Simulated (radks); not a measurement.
Question: Sn XXVII, configuration [Ar] 3d6. All-electron calculation, scalar-relativistic Kohn-Sham, PBEsol, spin-polarised, spherical densities, finite nucleus; open shells are filled with parallel spins first (spin-orbit coupling, left out, can overturn this in heavy ions); Fermi nuclear charge, rms radius 4.6519 fm. Program: a radial shooting solver on a logarithmic mesh with Libxc functionals. Some entries of the table are withheld. Estimate them.

| orbital | occ. | eigenvalue (hartree) | <1/r> (bohr^-1) |
|---|---|---|---|
| 1s up | 1 | -1103.584 | 53.06 |
| 1s down | 1 | -1103.578 | 53.06 |
| 2s up | 1 | -198.2876 | 12.15 |
| 2s down | 1 | -197.8788 | 12.17 |
| 2p up | 3 | -182.0059 | 11.68 |
| 2p down | 3 | -181.6948 | 11.69 |
| 3s up | 1 | -64.26948 | 4.548 |
| 3s down | 1 | -63.80805 | 4.528 |
| 3p up | 3 | -58.98092 | (1) |
| 3p down | 3 | -58.50654 | (2) |
| 3d up | 5 | -51.41037 | 4.157 |
| 3d down | 1 | -50.83683 | 4.141 |
| 4s up | 0 | -30.65679 | 2.225 |
| 4s down | 0 | -30.50390 | 2.215 |
| 4p up | 0 | -28.62754 | 2.138 |
| 4p down | 0 | -28.47495 | 2.128 |

Answer: 
(1) 3p up <1/r> (bohr^-1): 4.361
(2) 3p down <1/r> (bohr^-1): 4.341
